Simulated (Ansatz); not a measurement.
A nudged elastic band was laid between two geometries of CHF₂GeN (6 atoms, charge 0, multiplicity 1).

Level of theory: RKS PBE/def2-SVPD (Ansatz).

| Property | Result |
| --- | --- |
| movable images | 9 |
| climbing image | yes |
| spring | 5.0 eV/Å² |
| optimiser | quadratic models (default) |
| start path | through a guess of the saddle point |
| force threshold | 0.03 eV/Å |
| iteration limit | 60 |
| end points | relaxed |

Image 0:

```xyz
6
Properties=species:S:1:pos:R:3
N 1.962 -1.335 0.922
C 1.059 -0.723 0.496
Ge -0.432 0.319 -0.123
F -1.598 -0.815 -0.771
F 0.145 1.257 -1.484
H -1.094 1.232 0.913
```

Image 10:

```xyz
6
Properties=species:S:1:pos:R:3
N 2.471 -1.124 1.770
C 1.651 -0.603 1.125
Ge -1.945 1.222 -1.544
F -2.600 -0.424 -1.315
F -0.421 0.978 -0.604
H 0.886 -0.112 0.522
```

Q: Which bonds break or form, and what moves?

A: Bonds broken: C2–Ge3, Ge3–H6. Bonds formed: C2–H6. CHF2GeN becomes F2Ge + HCN (or HNC).

Q: Give the energies along the band, and the barrier.

A: The run converged. The highest image is number 3 of 0 to 10, 251.2 kJ/mol above the first end and 259.3 kJ/mol above the last; the last end lies 8.1 kJ/mol below the first. Neighbouring images differ by up to 1.4 eV, so the band resolves the path poorly. A vibrational analysis at the climbing image gives one clearly imaginary mode, 909i cm⁻¹: a first-order saddle point. The orbitals stay closed-shell, which can raise the energy where a bond breaks towards radicals; this wasn't checked here.

```csv
image,path coordinate (Å),energy (kJ/mol),C2–Ge3 (Å),Ge3–H6 (Å),C2–H6 (Å)
0,0.00,0.0,1.92,1.53,2.94
1,0.67,20.1,1.92,1.53,2.64
2,1.33,111.6,1.96,1.52,2.11
3,2.00,251.2,2.21,1.67,1.47
4,2.66,115.8,2.69,1.99,1.11
5,3.33,27.9,3.38,2.55,1.08
6,3.99,12.4,4.04,3.18,1.08
7,4.66,0.0,4.34,3.38,1.09
8,5.32,-6.7,4.39,3.36,1.09
9,5.99,-7.9,4.63,3.58,1.09
10,6.65,-8.1,4.84,3.75,1.09
```

Q: What is the geometry of the highest image?

A: 
```xyz
6
Properties=species:S:1:pos:R:3
N 1.587 -0.827 1.425
C 0.963 -0.649 0.424
Ge -0.768 0.525 -0.303
F -1.761 -0.750 -1.011
F -0.058 1.333 -1.702
H 0.080 0.304 1.122
```

The run took 6 min on 2 threads of Arm Neoverse V2 (shared host), peak memory 0.17 GiB.
